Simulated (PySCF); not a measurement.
## Ionisation energy of P⁺ by level of theory

P⁺ [Ne] 3s2 3p2 (3P) → P²⁺ [Ne] 3s2 3p1 (2P), as a difference of total energies. Calculation: PySCF 2.14, in aug-cc-pwCVQZ; the non-relativistic Hamiltonian (point nucleus). Correlated levels: valence: [Ne] frozen; valence and next inner shell: 1s2 frozen; nothing frozen. The calculations carry no spin-orbit coupling.

```
                                method  ionisation energy (eV)
                                   UHF                  19.168
                                  PBE0                  19.821
                                r2SCAN                  19.943
                               r2SCAN0                  19.920
                                revPBE                  19.767
                                   M06                  19.576
                         MP2 (valence)                  19.660
                     SCS-MP2 (valence)                  19.568
    MP2 (valence and next inner shell)                  19.697
SCS-MP2 (valence and next inner shell)                  19.602
                   MP2 (all electrons)                  19.700
               SCS-MP2 (all electrons)                  19.603
```

**Question.** Estimate what LDA gives.

**Answer.** 19.824 eV, closest to PBE0 among the rows shown.

**Question.** Estimate what PBE gives.

**Answer.** 19.784 eV, closest to revPBE among the rows shown.

A first-order spin-orbit estimate (lowest level to lowest level, LS coupling) adds -0.007 eV.

For comparison: 19.769 eV (semi-empirical (NIST evaluation); NIST Atomic Spectra Database, ionization energies).
